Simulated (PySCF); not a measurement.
## Molecular orbitals of TmO

PBE0 at R = 1.794 Å; Tm x2c-SVPall, O x2c-SVPall; spin-free X2C with a Gaussian nucleus (PySCF 2.14). State: quartet, about 12.2 electrons in the 4f shell (Mulliken), real f orbitals that mix terms, a second solution, started from another occupation. Only the outer orbitals are listed, counted within each symmetry.

```json
{"spin": "α", "orbital": "15σ", "occ.": "1", "ε (eV)": "-7.28", "on Tm (%)": "25", "main shells (%)": "73 O p, 16 Tm d"}
{"spin": "α", "orbital": "8π", "occ.": "1", "ε (eV)": "-7.26", "on Tm (%)": "25", "main shells (%)": "75 O p, 20 Tm d"}
{"spin": "α", "orbital": "8π", "occ.": "1", "ε (eV)": "-7.26", "on Tm (%)": "25", "main shells (%)": "75 O p, 20 Tm d"}
{"spin": "α", "orbital": "16σ", "occ.": "1", "ε (eV)": "-4.85", "on Tm (%)": "99", "main shells (%)": "82 Tm s, 9 Tm d, 8 Tm p"}
{"spin": "α", "orbital": "9π", "occ.": "0", "ε (eV)": "-0.76", "on Tm (%)": "99", "main shells (%)": "69 Tm p, 30 Tm d"}
{"spin": "α", "orbital": "9π", "occ.": "0", "ε (eV)": "-0.76", "on Tm (%)": "99", "main shells (%)": "69 Tm p, 30 Tm d"}
{"spin": "α", "orbital": "4δ", "occ.": "0", "ε (eV)": "-0.65", "on Tm (%)": "100", "main shells (%)": "100 Tm d"}
{"spin": "β", "orbital": "3δ", "occ.": "1", "ε (eV)": "-10.43", "on Tm (%)": "100", "main shells (%)": "100 Tm f"}
{"spin": "β", "orbital": "1φ", "occ.": "1", "ε (eV)": "-9.64", "on Tm (%)": "100", "main shells (%)": "100 Tm f"}
{"spin": "β", "orbital": "1φ", "occ.": "1", "ε (eV)": "-9.64", "on Tm (%)": "100", "main shells (%)": "100 Tm f"}
{"spin": "β", "orbital": "14σ", "occ.": "1", "ε (eV)": "-7.25", "on Tm (%)": "32", "main shells (%)": "66 O p, 14 Tm f, 12 Tm d"}
{"spin": "β", "orbital": "8π", "occ.": "1", "ε (eV)": "-7.19", "on Tm (%)": "23", "main shells (%)": "77 O p, 18 Tm d"}
{"spin": "β", "orbital": "8π", "occ.": "1", "ε (eV)": "-7.19", "on Tm (%)": "23", "main shells (%)": "77 O p, 18 Tm d"}
{"spin": "β", "orbital": "15σ", "occ.": "0", "ε (eV)": "-2.62", "on Tm (%)": "98", "main shells (%)": "69 Tm s, 23 Tm f"}
{"spin": "β", "orbital": "16σ", "occ.": "0", "ε (eV)": "-2.10", "on Tm (%)": "93", "main shells (%)": "61 Tm f, 18 Tm s, 13 Tm d"}
{"spin": "β", "orbital": "3δ", "occ.": "0", "ε (eV)": "-1.74", "on Tm (%)": "100", "main shells (%)": "100 Tm f"}
```

Which are the highest filled and the lowest empty level, where do they sit, and how wide is the gap?

Highest filled α 16σ at -4.85 eV (in %: 82 Tm s, 9 Tm d, 8 Tm p); lowest empty β 15σ at -2.62 eV (in %: 69 Tm s, 23 Tm f); the gap at PBE0 is 2.23 eV.

```json
{
 "bond order (Mayer)": "2.33",
 "⟨S²⟩": "3.753",
 "charge on Tm (Mulliken, basis-dependent)": "0.44",
 "charge on Tm (Löwdin, basis-dependent)": "0.23",
 "dipole moment (positive dipole means Tm(−)O(+))": "-5.01 D"
}
```

Spin–orbit coupling is left out.
